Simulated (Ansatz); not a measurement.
H$_{3}$S (SMILES [SH3+]), charge +1, singlet, at a GFN2-xTB geometry; WB97X-V/def2-SVP (Ansatz, a first-principles code).

Input for Ansatz:
Ansatz 0.2 input:
```yaml
crystal:
  periodic: [false, false, false]
  atoms:
    - {symbol: S, position_ang: [0.10558214, -0.00190789, 0.04613646]}
    - {symbol: H, position_ang: [-0.31822157, 0.99705449, -0.76565970]}
    - {symbol: H, position_ang: [-0.35082551, -0.98045104, -0.77282250]}
    - {symbol: H, position_ang: [-1.02026722, 0.01392277, 0.80029891]}
basis:
  gaussian:
    orbitals: def2-SVP
hamiltonian:
  xc: {name: wB97X-V}
total_charge: 1
```

Output, abridged:

```
Functional definition: wB97X-V
317 factors; integrals over basis functions are off by at most 1.1e-3 eV
112 factors; integrals over basis functions are off by at most 1.2e-5 eV
mean field evaluation 1: about -10869.6382 eV, gradient 1.6e1 eV
mean field evaluation 2: about -10870.2836 eV, gradient 8.0e0 eV
mean field evaluation 4: about -10870.4257 eV, gradient 8.7e-2 eV
mean field evaluation 8: about -10870.4253 eV, gradient 4.9e-4 eV
mean field -10870.42529373 eV, -399.4807613058 hartree, gradient 1.1e-5 eV, S^2 0.000000; 0 other end points of the search recorded, 0 dependent functions left out
reference -10870.42529279 eV, -399.4807612713 hartree; 9, 9 occupied and 24, 24 virtual orbitals, 317 factors
Total energy: -10870.42529279 eV, -399.4807612713 hartree
```
